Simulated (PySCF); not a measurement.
OsBr₂ (quintet). Level of theory: UB3LYP in PySCF with Os def2-SVP with ECP60, Br def2-SVP; scalar-relativistic core potentials, no spin–orbit coupling; density-fitted integrals.

Harmonic bands of its minimum:

| ω (cm⁻¹) | IR (km/mol, summed over degenerate members) | degeneracy |
| --- | --- | --- |
| 44 | 1.3 | 2 |
| 233 | 0.0 | 1 |
| 282 | 54.4 | 1 |

Question: The central atom is Os. Infer the point group and assign the bands.

Answer: D∞h. The modes span πu + σg+ + σu+: 44 πu, 233 σg+, 282 σu+. The computed geometry has Os–Br 2.396 Å (×2); Br–Os–Br 180.0°.

Other isomers or separated fragments may lie lower. Open d and f shells are described by one determinant, and the ground state may have another occupation or spin. No spin–orbit coupling is included, which matters more the heavier the element.
